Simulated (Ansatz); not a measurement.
Reactions of CH$_{9}$BSi$_{2}$ (`B[SiH2]C[SiH3]`).

Calculated with Ansatz (gas phase, PBE0-D4/def2-TZVP geometries, no zero-point term in ΔE). CCSD(T)/CBS is the MP2 limit (def2-TZVPP, def2-QZVPP) plus CCSD(T) − MP2 in def2-TZVPP, frozen cores. This one scheme is used for every species, atoms too. Functionals use def2-TZVPP. Open shells (•) are unrestricted, without spin–orbit coupling. Spin–orbit coupling would lower the free atoms: a little for B, C, Si. For Ge outer-core shells are correlated without core-valence functions, so the limit isn't a true one: a few kJ/mol of doubt a bond, and 10 to 20 or more in all where bonds break to atoms. Scalar relativity is left out up to krypton. Each species was taken in one conformer, which may not be the lowest.

```
                                                         reaction  B2PLYP (eV)  ωB97M-V (eV)  HF/CBS(def2) (eV)
                  `B[SiH2]C[SiH3]` + H–F → `F[SiH2]C[SiH3]` + BH₃        -1.71         -1.67              -1.96
                  `B[SiH2]C[SiH3]` + H₂O → `B[SiH2]O` + `C[SiH3]`        -0.93         -0.85              -1.07
                        `B[SiH2]C[SiH3]` → B• + C• + 9 H• + 2 Si•        43.02         43.63              34.00
                        `B[SiH2]C[SiH3]` + H₂ → `B[SiH2]C` + SiH₄        -0.27         -0.19              -0.46
`B[SiH2]C[SiH3]` + `[Cl][GeH3]` → `[SiH3][GeH2][Cl]` + `B[SiH2]C`        -0.18         -0.13              -0.11
```

Task: Give the CCSD(T)/CBS values in the same order. (Best estimate.)

Result: The calculation gave: -1.60, -0.80, 43.47, -0.17, -0.16 eV.

Largest T1 diagnostic: 0.014, for B•.
